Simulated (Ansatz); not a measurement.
Molecule: C4H7O, charge 0, multiplicity 2. It need not be the lowest isomer of its formula. 
Coordinates optimised at B3LYP-D3(BJ)/def2-TZVP (Ansatz, a program for electronic structure):
SMILES: C(C)[CH]C=O
```xyz
12

C     -2.1324    -0.2567    -0.0089
C     -0.8336     0.2921    -0.6231
C      0.3179    -0.6146    -0.4117
C      1.4949    -0.2370     0.2967
O      1.6679     0.8773     0.7952
H     -2.3837    -1.2361    -0.4206
H     -2.9630     0.4198    -0.2140
H     -2.0355    -0.3586     1.0726
H     -0.5978     1.2718    -0.2078
H     -0.9868     0.4204    -1.7022
H      0.2638    -1.6290    -0.7956
H      2.2785    -1.0100     0.3881
```
Charge 0, spin multiplicity 2.

Parts of the frozen-core correlation energy in cc-pVTZ (Ansatz, hartree). Frozen orbitals: 5; correlated occupied orbitals by spin: 15 and 14; virtual: 228 and 229. Open shells are spin-unrestricted. Spin-orbit coupling is left out. No relativistic terms.

| term | value |
|---|---|
| reference (HF) | -230.45903 |
| MP2 opposite-spin | -0.65759 |
| MP2 same-spin | -0.20372 |
| CCSD correlation | -0.91494 |
| (T) | -0.03765 |
| T1 diagnostic | 0.025 |
| largest doubles amplitude | 0.042 |
| <S^2> of the reference | 0.907 |
